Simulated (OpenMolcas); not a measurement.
Ti2+ with its 6 nearest fluoride ions at 2.203 Å, on the Ca site of CsCaF3 (a = 4.526 Å, distance in the model lattice 2.263 Å). The rest of the host is ab initio model potentials to 7.6 Å, with orthogonalisation functions on the cations behind the ligands, and point charges beyond; the distance is set by hand and nothing relaxes. Ligand basis ANO-RCC-VDZP.

```
Program             : OpenMolcas 26.06
Method              : CASSCF
Basis               : ANO-RCC-VDZP [5s4p2d1f]
Scalar Hamiltonian  : DKH2, point nucleus
Active space        : 2 electrons in 5 orbitals (3d)
State averaging     : 2S+1 = 3 even, 10 roots; 2S+1 = 1 even, 15 roots
Spin-orbit coupling : RASSI with atomic mean-field integrals over the reference wave functions
```

**Question.** What is the spin-free ground state (labels of O, the rotations of Oh)?

**Answer.** 3T1, 3-fold in its orbital part, 95 % from free-ion F terms; it has the highest spin that d2 allows.

**Question.** Where is the first state of the same spin?

**Answer.** 3T2 at 9120 cm-1 above the ground state.

**Question.** What are the lowest two levels with spin-orbit coupling?

**Answer.** A 2-fold level E, then a 3-fold level T2 3.1 cm-1 above it. Their leading multiplicities are 3 (100 %) and 3 (100 %).

**Question.** What is χT at 300 K, and how does it compare with the textbook value?

**Answer.** The lowest level has 2S+1 = 3, for which the spin-only value is χT = S(S+1) / 2 = 1.000 cm3 K/mol (g = 2). The computed 1.101 at 300 K differs by +0.101, through orbital momentum, spin-orbit coupling and any other state in reach. With a threefold ground state the orbital momentum is unquenched, so the spin-only value is not expected to hold.

**Question.** Which ligand-field parameters describe the states?

**Answer.** A least-squares ligand-field fit to the states below 45000 cm-1, each weighted by its degeneracy and with a free common offset, gives 10Dq = 10718 cm-1, B = 864 cm-1 and C = 3207 cm-1 (C/B = 3.71), with an rms deviation of 168 cm-1. The same method and metal basis give the free ion B = 884 cm-1 (fit to its terms below 60000 cm-1, rms deviation 77 cm-1), so the nephelauxetic ratio is β = 864 / 884 = 0.98; it hangs on how both fits weigh the states, and computed free-ion B values tend to be too large, so β mixes covalency with correlation.

An orbital triplet at a regular site is open to Jahn-Teller coupling, which can distort the site and quench the lowest spin-orbit gaps and is left out. Without dynamic correlation the repulsion within the d shell is too large (B by tens of per cent), so at a given field states of lower spin stand too high. Ligand-to-metal charge-transfer states are missing. With no ligand orbital active B as a rule stays too high, so bands that hang on it stand too high and its fall with covalency is understated. With metal d orbitals alone and no dynamic correlation 10Dq can be off by a tenth to a fifth, either way, in oxide and fluoride hosts. No measured value stands beside these numbers; the geometry was set by hand and not optimised.
